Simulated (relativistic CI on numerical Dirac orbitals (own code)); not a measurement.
Computed by Dirac-Coulomb-Breit CI, KLI orbitals optimised for each configuration, model QED, unscaled Slater integrals (own radial code, finite nucleus).

The strongest absorption lines from the ground level of an ion, among the configurations computed and to levels below about 175 eV (vacuum wavelength in Å, gf): 82.999 (0.73), 144.30 (0.91), 147.34 (0.63), 149.54 (8.8), 151.79 (1), 152.49 (1.3), 155.44 (2.1), 155.52 (4).

Task: Which ion is it?
A. Ru10+
B. Cd12+
C. Cd14+
D. Pd12+

Result: C. Cd14+ has 34 electrons and the ground level 4s²4p⁴ ³P2; the strongest line goes to 4s²4p³4d ³D°3. The pattern of lines fixes the number of electrons, and along that sequence the line energies rise steadily with the charge (about as its square where n changes within one kind of shell, about linearly where n is kept but much faster in heavy ions where fine structure, which grows about as Z⁴, sets the gap, and irregularly where shells cross), which fixes Z. Configurations outside the model, such as inner-shell arrays, can give stronger lines. At this charge energies of transitions that change n are usually good to better than 1 %, and those within a shell (Δn = 0) to a few per cent.

LS names give the leading component of a level, which can be under half, so a name can repeat, a term be missing and a line seem to break the LS rules.
